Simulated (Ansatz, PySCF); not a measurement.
Reaction (SMILES): Cl[SiH]Cl → Cl[SiH-]Cl (an electron is taken up)
Each molecule is optimised on its own at B3LYP-D3(BJ)/def2-TZVP (Ansatz, a first-principles code).

Wanted: adiabatic electron affinity (0 K, with B3LYP-D3(BJ) harmonic zero-point energies from PySCF), positive where the reaction releases energy, in eV. Cores are frozen in the correlated levels unless marked. UHF or UKS for open shells. Spin-orbit coupling is left out. No relativistic terms. Anions need diffuse functions: aug- sets have them; def2-D sets add few; the other sets have none. CBS marks a two-point X^-3 extrapolation of the correlation energy; Hartree-Fock from the larger set. [CCSD(T)-MP2]/basis is that difference in the basis named.

RI-MP2/CBS(aug-cc-pV(T+d)Z,aug-cc-pV(Q+d)Z)+[CCSD(T)-MP2]/aug-cc-pV(T+d)Z (Ansatz) gives 2.39 eV.

Another calculation gave 2.20 eV. Which level was it?
(A) HF/def2-TZVPD (PySCF)
(B) CAM-B3LYP/def2-TZVPD (Ansatz)
(C) HSE06/def2-TZVPD (Ansatz)

C, HSE06/def2-TZVPD (Ansatz). The others give 2.34 (CAM-B3LYP), 1.27 (HF) eV.
